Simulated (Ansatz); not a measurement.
Cartesian coordinates (Å):
SMILES: O[B]O
```xyz
5

O      1.2955    -0.3846     0.1054
B     -0.0166    -0.5422     0.3346
O     -0.9490     0.3697    -0.0320
H      1.5140     0.4420    -0.3466
H     -1.8439     0.1151     0.2004
```
Charge 0, spin multiplicity 2.

The numbers are results of frozen-core CCSD(T)/cc-pVTZ // PBE0-D4/def2-TZVP run with Ansatz (an electronic-structure program), not measurements.

```yaml
HF energy: -175.69323 Ha
MP2 correlation energy: -0.55524 Ha
```

Q: Estimate the CCSD correlation energy, the (T) correction, the total energy and the T1 diagnostic.

A: 
```
Item                            Result
-----------------------  -------------
CCSD correlation energy    -0.56373 Ha
(T) correction             -0.02047 Ha
CCSD(T) total energy     -176.27742 Ha
T1 diagnostic                    0.015
```
